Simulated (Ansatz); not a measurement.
Species: sum formula BOBr2 (charge 0, doublet). It need not be the lowest isomer of its formula. 
Structure (B3LYP-D3(BJ)/def2-TZVP (Ansatz, an electronic-structure program) minimum search):
```xyz
4

O     -0.1155     1.9195    -0.0992
B     -0.0374     0.6213    -0.0321
Br     1.7215    -0.1595     0.0464
Br    -1.6898    -0.3681    -0.0192
```
Charge 0, spin multiplicity 2.

Basis-set convergence of Hartree-Fock and CCSD correlation energies (hartree) with Ansatz. Valence correlation only, unless marked. Open shells are spin-unrestricted. Spin-orbit coupling is left out. Frozen are the shells of the preceding noble gas and the d and f shells that filled before the atom's block. Non-relativistic.

```csv
basis,functions,E(HF),"E(corr, CCSD)"
cc-pVDZ,82,-5244.40613,-0.48226
cc-pVTZ,146,-5244.58787,-0.63720
cc-pVQZ,246,-5244.60078,-0.69112
cc-pV5Z,390,-5244.60298,-0.70991
```

Extrapolating the two largest sets (X = 4 and 5) as X^-3: E(corr) = (125·(-0.70991) - 64·(-0.69112))/61 = -0.7296 Eh, an estimate of the basis-set limit. The largest set recovers 97.3 % of it, the smallest 66.1 %.
